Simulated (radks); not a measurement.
Problem. These are the eigenvalues of the occupied orbitals of an atom or ion with whole-number occupations (hartree). All-electron calculation, Dirac Kohn-Sham, relativistic LDA (MacDonald-Vosko exchange, VWN5 correlation), spin-unpolarised, spherical densities, finite nucleus; Fermi nuclear charge, rms radius of each element as measured or else 0.836 A^(1/3) + 0.57 fm. Program: a radial shooting solver on a logarithmic mesh with Libxc functionals.

1s1/2: -1377.448
2s1/2: -274.3752
2p1/2: -263.1068
2p3/2: -250.0985
3s1/2: -101.1500
3p1/2: -96.88308
3p3/2: -93.79704
3d3/2: -87.24180

Which element is it, and in what charge state? The configuration may be excited. Open shells, if any, fill j = l - 1/2 first.

Solution. Z = 55, caesium, charge +36: Cs36+ in [Ar] 3d1. The list shows which subshells hold electrons but not how many an open one holds; the 1s level, -1377.4 hartree, gives Z - s = 52.5 by -(Z - s)^2/2, which with screening and relativity narrows Z to a few neighbours, and the depths of the outer levels then fix element, charge and occupations together.
